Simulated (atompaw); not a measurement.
Cd: one change to a PAW (atompaw) potential, before and after

* Element: Cd (Z = 48)
* Generator: atompaw 4.2.0.5
* Type: PAW
* Functional: PBE
* Relativity: scalar-relativistic
* Frozen core: [Ar] 3d10 4s2
* Valence charge: 18
* Reference configuration: 4p6 4d10 5s2 5p0
* Partial waves: 5s (bound): rc 1.95 bohr; 5s channel at 1.25 Ry: rc 1.95 bohr; 4p (bound): rc 1.50 bohr; 5p (bound, empty): rc 1.95 bohr; 4d (bound): rc 1.95 bohr; 4d channel at 2.9 Ry: rc 1.95 bohr
* Local potential: bessel scheme, radius 1.45 bohr
* Core correction: smooth core density matched at 1.55 bohr
* Augmentation charge: sinc compensation charge, radius 1.90 bohr; PAW radius 1.95 bohr; waves and projectors: custom rrkj gramschmidtortho

All-electron outer shells of the reference configuration (PBE, scalar-relativistic, ld1.x):

| shell | level (eV) | outermost node (bohr) | outermost maximum (bohr) |
| --- | --- | --- | --- |
| 3d | -393.64 | – | 0.27 |
| 4s | -105.92 | 0.43 | 0.79 |
| 4p | -66.97 | 0.43 | 0.84 |
| 4d | -11.73 | 0.42 | 0.98 |
| 5s | -5.66 | 1.07 | 2.35 |
| 5p | -1.18 | 1.20 | 3.33 |

Change: local potential bessel scheme, radius 0.94 bohr.

Cutoffs: the cutoffs (Ry, on a coarse ladder) from which the occupation-weighted sum of valence levels, in a spherical-Bessel basis at the reference potential, stays within 10 and 1 mRy of its value at 400 Ry; they do not see the model core or the augmentation charge, which bear on the density cutoff.

Q: What does the change do?

A: The potential gets neither clearly harder nor softer (45 Ry and 70 Ry → 40 Ry and 70 Ry); both files keep a bound ghost (s); the range in which the p phases agree narrows (upper end at the end of the scan → 1.2).

```tsv
quantity	base	changed
cutoff, loose	45 Ry	40 Ry
cutoff, tight	70 Ry	70 Ry
loose cutoff by channel (10 mRy a level)	s 10 Ry, p 35 Ry, d 25 Ry	s 8 Ry, p 35 Ry, d 25 Ry
bound ghosts	s	s
s: phases at 1.95 bohr within 0.05 rad from the reference energy up to (Ry; the scan ends near 5)	n/a	to the end of the scan
p: phases at 1.95 bohr within 0.05 rad from the reference energy up to (Ry; the scan ends near 5)	to the end of the scan	1.2
d: phases at 1.95 bohr within 0.05 rad from the reference energy up to (Ry; the scan ends near 5)	4.5	4.8
lowest overlap eigenvalue by channel	s 0.60, p 0.54, d 0.86	s 0.60, p 0.54, d 0.80
```

 A true bound ghost makes a file unfit for plane-wave use even where its test errors are small: the radial tests pick states by their node count and pass the ghost by. The cutoffs see the waves, projectors and local potential, not the compensation charge or the core.
